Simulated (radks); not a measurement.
W3+, configuration [Xe] 4f14 5d3 (the NIST ground configuration).

All-electron calculation, Dirac Kohn-Sham, BLYP, spin-unpolarised, spherical densities, finite nucleus; open shells are shared between the two j in proportion to 2j + 1; Fermi nuclear charge, rms radius 5.3658 fm. Program: a radial shooting solver on a logarithmic mesh with Libxc functionals.

Energy parts (Ry):
total: -32324.9002
kinetic: 36403.3965
electron-nucleus: -80575.6393
Hartree: 12497.7375
exchange-correlation: -650.3949

Orbitals (lengths in bohr, moments of r in powers of bohr; r(max) is where P^2 peaks; r(90%) holds 90 % of the orbital's charge):
| orbital | occ. | eigenvalue (Ry) | r(max) | r(90%) | <r^2> |
|---|---|---|---|---|---|
| 1s1/2 | 2 | -5101.399 | 0.01146 | 0.0334 | 0.0004631 |
| 2s1/2 | 2 | -881.7123 | 0.06587 | 0.120 | 0.007063 |
| 2p1/2 | 2 | -843.4835 | 0.04896 | 0.106 | 0.005041 |
| 2p3/2 | 4 | -744.0320 | 0.05579 | 0.116 | 0.006242 |
| 3s1/2 | 2 | -204.6719 | 0.1855 | 0.295 | 0.04614 |
| 3p1/2 | 2 | -187.5969 | 0.1737 | 0.287 | 0.04232 |
| 3p3/2 | 4 | -166.0935 | 0.1877 | 0.307 | 0.04891 |
| 3d3/2 | 4 | -137.2581 | 0.1470 | 0.280 | 0.03792 |
| 3d5/2 | 6 | -132.5810 | 0.1509 | 0.286 | 0.03972 |
| 4s1/2 | 2 | -43.89006 | 0.4211 | 0.646 | 0.2283 |
| 4p1/2 | 2 | -36.80165 | 0.4208 | 0.662 | 0.2355 |
| 4p3/2 | 4 | -31.81533 | 0.4503 | 0.709 | 0.2709 |
| 4d3/2 | 4 | -20.15461 | 0.4470 | 0.757 | 0.2955 |
| 4d5/2 | 6 | -19.23591 | 0.4564 | 0.774 | 0.3089 |
| 4f5/2 | 6 | -4.64691 | 0.4260 | 0.997 | 0.4538 |
| 4f7/2 | 8 | -4.48216 | 0.4309 | 1.01 | 0.4690 |
| 5s1/2 | 2 | -7.90840 | 0.9624 | 1.53 | 1.272 |
| 5p1/2 | 2 | -5.79638 | 1.031 | 1.70 | 1.544 |
| 5p3/2 | 4 | -5.06003 | 1.114 | 1.85 | 1.815 |
| 5d3/2 | 1.2 | -2.32364 | 1.417 | 2.65 | 3.509 |
| 5d5/2 | 1.8 | -2.25385 | 1.456 | 2.72 | 3.697 |

The highest occupied level is 5d5/2 at -30.665 eV. For comparison, the ionisation energy in NIST's Atomic Spectra Database is 38.2 eV (semi-empirical). In exact Kohn-Sham theory the highest level is minus the ionisation energy, but local and semilocal functionals leave it too shallow, through self-interaction and a potential that decays too fast; potentials with the right tail come closer. The density falls to 0.001 e/bohr^3 at r = 3.45 bohr. Summed over all electrons, <r^2> = 36.09 bohr^2, which gives a Langevin (diamagnetic) susceptibility term of -28.6 x 10^-6 cm^3/mol. The electron density at the nucleus is 1.425e+06 e/bohr^3.

Beside tabulated values, note that spin-unpolarised runs miss the spin-polarisation part of the exchange energy of open shells.
